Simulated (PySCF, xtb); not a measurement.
C₂H₈BNO₂, SMILES B(N)(COC)O.

Geometry: B3LYP-D3(BJ)/def2-SVP. The structure was generated by enumeration, and PubChem lists no compound with its InChIKey, so it may never have been made. Other conformers were not sampled.

Method: C-PCM-PBE0/def2-SVP run with PySCF 2.14.0.

The values are the electrostatic part of the solvation free energy, E(continuum) − E(gas) at the gas-phase geometry, in a cavity of scaled van der Waals radii (PySCF's table); cavitation and dispersion terms are not included. In vacuum the orbital gap is 8.89 eV. The dipole moment in vacuum is 1.36 D.

Q: Estimate the values in water (ε = 78.36), toluene (ε = 2.37), cyclohexanone (ε = 15.62). (Estimate from the structure and the level; the computed values follow.)

A: 
```csv
solvent,ε,ΔG(elec) (kcal/mol),dipole (D),gap (eV)
water,78.36,-6.9,1.78,9.15
toluene,2.37,-3.9,1.58,9.06
cyclohexanone,15.62,-6.5,1.75,9.14
```

For comparison, GFN2-xTB/ALPB(water) (xtb, at the GFN2-xTB geometry, all terms of that model) gives -7.3 kcal/mol.
